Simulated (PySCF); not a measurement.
# P+: excitation energy

P+ [Ne] 3s2 3p2 (3P) → P+ [Ne] 3s1 3p2 4s1 (5P), as a difference of total energies. Calculation: PySCF 2.14, in x2c-TZVPPall with one added diffuse shell each of s, p, d type (6s6p4d1f, 51 functions); scalar relativity by spin-free X2C-1e. Correlated levels: valence: [Ne] frozen; valence and next inner shell: 1s2 frozen. The calculations carry no spin-orbit coupling.

```tsv
method	excitation energy (eV)
UHF	15.800
LDA	17.490
PBE	17.440
PBE0	17.394
BP86	17.468
TPSS	17.565
BLYP	17.789
wB97M-V	17.531
MP2 (valence)	17.013
SCS-MP2 (valence)	17.425
MP2 (valence and next inner shell)	17.205
SCS-MP2 (valence and next inner shell)	17.571
```

How much does correlation contribute at MP2 (valence and next inner shell)?

17.205 − (15.800) = 1.405 eV, measured against UHF.

The promoted electron is Rydberg-like, and one or two diffuse shells describe it only roughly, which tends to raise the upper state.
